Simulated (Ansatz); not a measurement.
`C[CH2][Ge]([F])([F])[F]` → `[F][GeH]([F])[F]` + `C=C`  (β-hydride elimination)

Gas-phase electronic energies from Ansatz, PBE0-D4/def2-TZVP geometries. CCSD(T)/CBS adds triple-zeta CCSD(T) − MP2 to the extrapolated MP2 energy (def2 sets, frozen cores). This one scheme is used for every species. For Ge outer-core shells are correlated without core-valence functions, which leaves a few kJ/mol of doubt a bond. Scalar relativity is left out up to krypton. One conformer a species, not always the lowest.

`C[CH2][Ge]([F])([F])[F]`:

Z-matrix (Å, degrees):
```
C
C 1 1.524
H 1 1.091 2 111.6
H 1 1.091 2 111.6 3 -120.7
H 1 1.092 2 110.2 3 119.6
Ge 2 1.922 1 112.7 3 60.4
H 2 1.093 1 111.9 3 -179.7
H 2 1.093 1 111.8 3 -59.5
F 6 1.715 2 114.0 1 179.9
F 6 1.717 2 113.1 1 -59.7
F 6 1.716 2 113.1 1 59.5
```

`[F][GeH]([F])[F]`:

Cartesian coordinates in Å:
```
F -1.356 -0.685 -0.707
Ge -0.012 0.086 0.010
F 1.333 -0.273 -0.979
F 0.259 -0.705 1.498
H -0.224 1.578 0.178
```

`C=C`:

Z-matrix (Å, degrees):
```
C
C 1 1.323
H 1 1.085 2 121.7
H 1 1.085 2 121.7 3 -180.0
H 2 1.085 1 121.7 3 -0.0
H 2 1.085 1 121.7 3 -180.0
```

| species | CCSD(T)/CBS(def2) energy (Eh) |
| --- | --- |
| `C[CH2][Ge]([F])([F])[F]` | -2454.74284 |
| `[F][GeH]([F])[F]` | -2376.20168 |
| `C=C` | -78.48111 |

**Question.** Work out ΔE.

**Answer.** ΔE = (-2376.20168) + (-78.48111) − (-2454.74284) = 0.06005 Eh = +157.7 kJ/mol.

Largest T1 diagnostic among the species: 0.012.

From PBE to PBE0 (25 % exact exchange), in def2-TZVPP and without D4, ΔE moves by +10.5 kJ/mol. At CCSD(T), def2-SVP lies −7.8 kJ/mol from the extrapolated value and def2-TZVPP −4.0 kJ/mol. In def2-TZVPP, CCSD(T) changes the Hartree–Fock value by +29.1 kJ/mol (the triples alone add +0.9 kJ/mol) and MP2 by +40.4 kJ/mol.
